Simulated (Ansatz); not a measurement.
CH₅FSeSi₂, SMILES `F[Si@H]1C[Si@@H]1[SeH]`, relaxed with RKS PBE0-D4/def2-TZVP in Ansatz 0.2.0 from a PBE-D4/def2-SVP geometry. The force threshold is 0.005 eV/Å; the program also tests the step.

Charge 0, multiplicity 1.

Start:

```xyz
10

F     0.435    1.659    2.301
Si    0.165    1.178    0.752
C     1.153   -0.291    0.073
Si   -0.717   -0.811    0.120
Se   -1.916   -1.272   -1.782
H     0.119    2.396   -0.124
H     1.693   -0.146   -0.883
H     1.767   -0.892    0.775
H    -0.979   -1.918    1.098
H    -1.719    0.096   -2.329
```

(1) How much energy does the relaxation release, and in how many steps? (Best estimate.)

(2) Which bonds change most? (An estimate is asked.)

(3) Give the relaxed structure. (Best estimate.)

Results:

(1) The calculation gave: 0.07 eV, in 11 steps.

(2) The calculation gave: F1–Si2 from 1.644 to 1.598 Å; Si2–Si4 from 2.266 to 2.238 Å; C3–Si4 from 1.941 to 1.915 Å; Si2–C3 from 1.896 to 1.872 Å.

(3) Ansatz gave: 
```xyz
10

F     0.437    1.639    2.245
Si    0.165    1.163    0.743
C     1.139   -0.290    0.078
Si   -0.704   -0.806    0.129
Se   -1.871   -1.247   -1.770
H     0.104    2.356   -0.132
H     1.663   -0.157   -0.868
H     1.744   -0.869    0.777
H    -0.970   -1.909    1.081
H    -1.706    0.119   -2.283
```
